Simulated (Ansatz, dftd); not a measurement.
System: C$_{2}$H$_{2}$BrF, charge 0, singlet. C2H2BrF (1-bromo-1-fluoroethene, SMILES C=C(F)Br).
B3LYP-D3(BJ)/def2-TZVP minimum from Ansatz (a quantum-chemistry and plane-wave program):
```
C
C 1 1.3180
F 1 1.3335 2 122.71
H 2 1.0772 1 120.80 3 180.00
H 2 1.0811 4 119.71 1 -180.00
Br 1 1.8906 2 125.44 4 0.00
```
Charge 0, spin multiplicity 1.

Quantity: atomisation energy (electronic, to ground-state atoms), in kJ/mol. Open shells are spin-unrestricted; no spin-orbit coupling. Cores are frozen in correlated methods (noble-gas shells, and filled d and f shells in the p block). No relativity. CBS(X,Y): correlation extrapolated as X^-3, Hartree-Fock from the larger set (Q,5: extrapolated as (X+1)exp(-9√X)). A bracket is a step between two methods taken in the basis named. Double hybrids freeze cores in their MP2 part. Where a partner has so few electrons that a lower coupled-cluster level is exact, that level stands in. Spin-orbit terms, left out, reach several kcal/mol for Br and I, and more for heavier atoms.

```json
[
 {"level": "r2SCAN-D3(BJ)/def2-TZVPD", "program": "Ansatz + dftd3", "atomisation energy (kJ/mol)": "2273.9", "difference against the last row": "26.1"},
 {"level": "wB97M-V/def2-TZVPD", "program": "Ansatz", "atomisation energy (kJ/mol)": "2252.1", "difference against the last row": "4.3"},
 {"level": "B2PLYP-D3(BJ)/def2-TZVPD", "program": "Ansatz + dftd3", "atomisation energy (kJ/mol)": "2232.7", "difference against the last row": "-15.1"},
 {"level": "CCSD(T)/cc-pVTZ", "program": "Ansatz", "atomisation energy (kJ/mol)": "2179.4", "difference against the last row": "-68.4"},
 {"level": "CCSDT(Q)/cc-pVDZ", "program": "Ansatz", "atomisation energy (kJ/mol)": "2052.2", "difference against the last row": "-195.6"},
 {"level": "CCSD(T)/CBS(cc-pVQZ,cc-pV5Z) + [CCSDT(Q) - CCSD(T)]/cc-pVDZ", "program": "Ansatz", "atomisation energy (kJ/mol)": "2247.8", "difference against the last row": "0.0"}
]
```
